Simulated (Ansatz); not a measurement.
GaCu₄⁺. Charge 1, multiplicity 3. Geometry B3LYP-D4/def2-SVP, that of the neutral doublet; atoms count from 1.

```xyz
5

Ga    0.705   -0.746   -1.134
Cu   -0.029    1.422    0.062
Cu   -0.666   -0.687    1.055
Cu    1.647   -0.007    1.043
Cu   -1.658    0.017   -1.027
```

At PBE0-D4/def2-TZVP a singlet of charge 1 lies 0.66 eV below the triplet at the same geometry. The structure comes from a short search, and lower isomers may exist.

(1) Estimate the Mulliken populations from the PBE0/def2-TZVP orbitals of Ansatz.

(2) Where does the spin sit?

(3) And the Mayer bond orders between heavy atoms (over 0.3)?

Answers

(1) 
```
atom  charge (e)  spin (α − β)  d electrons
 Ga1        0.33          0.52            –
 Cu2        0.09          0.38         9.80
 Cu3        0.09          0.38         9.80
 Cu4        0.24          0.36         9.87
 Cu5        0.24          0.36         9.87
```
Mulliken values depend strongly on the basis.

(2) Summed by element: Ga 0.52, Cu 1.48, of 2 unpaired in all. Largest on single atoms: Ga1 0.52, Cu2 0.38, Cu3 0.38.

(3) Ga1–Cu2 0.42 (2.58 Å); Ga1–Cu3 0.42 (2.58 Å); Ga1–Cu4 0.43 (2.48 Å); Ga1–Cu5 0.43 (2.48 Å); Cu2–Cu3 0.39 (2.42 Å); Cu2–Cu4 0.41 (2.41 Å); Cu2–Cu5 0.41 (2.41 Å); Cu3–Cu4 0.41 (2.41 Å); Cu3–Cu5 0.41 (2.41 Å).
